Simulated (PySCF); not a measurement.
CHS2, SMILES C(=S)=[SH+], charge +1. Atoms are numbered in the order given.

```xyz
4

S     -0.0006     1.6113     0.0000
C      0.0272     0.0964     0.0000
S     -0.0889    -1.5396     0.0000
H      1.2698    -1.7250     0.0000
```
Charge +1, spin multiplicity 1.

Geometry: PBE-D3(BJ)/def2-TZVP. The isomer is the one that the SMILES or the coordinates give; other isomers of the formula were not compared.

Computed with PBE-D3(BJ)/def2-TZVP run with PySCF.

Frequencies are harmonic and unscaled.

```json
[
 {"mode": "1", "ν (cm⁻¹)": "313", "IR (km/mol)": "5.4", "moving atoms (share of kinetic energy)": "C 73 %, S 15 %, H 12 %"},
 {"mode": "2", "ν (cm⁻¹)": "365", "IR (km/mol)": "7.5", "moving atoms (share of kinetic energy)": "C 83 %, S 14 %"},
 {"mode": "3", "ν (cm⁻¹)": "611", "IR (km/mol)": "1.4", "moving atoms (share of kinetic energy)": "S 95 %"},
 {"mode": "4", "ν (cm⁻¹)": "891", "IR (km/mol)": "15.3", "moving atoms (share of kinetic energy)": "H 83 %, C 11 %"},
 {"mode": "5", "ν (cm⁻¹)": "1544", "IR (km/mol)": "228.6", "moving atoms (share of kinetic energy)": "C 83 %, S 17 %"},
 {"mode": "6", "ν (cm⁻¹)": "2500", "IR (km/mol)": "86.1", "moving atoms (share of kinetic energy)": "H 97 %"}
]
```
